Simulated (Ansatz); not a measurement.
`[Cl][Ga-]([Cl])([Cl])[AsH3+]`, charge 0, multiplicity 1.

(1) Give a relaxed structure at PBE0-D4/def2-TZVP (Ansatz 0.2.0). (Best estimate.)

Results:

(1) Computed: 
Cartesian coordinates in Å:
```
Cl -2.159 0.662 1.632
Ga -0.291 1.202 0.715
Cl -0.375 2.596 -0.920
Cl 1.431 1.307 1.998
As 0.239 -0.994 -0.588
H -0.730 -2.138 -0.486
H 0.370 -0.914 -2.084
H 1.515 -1.722 -0.268
```
Point group C3v.
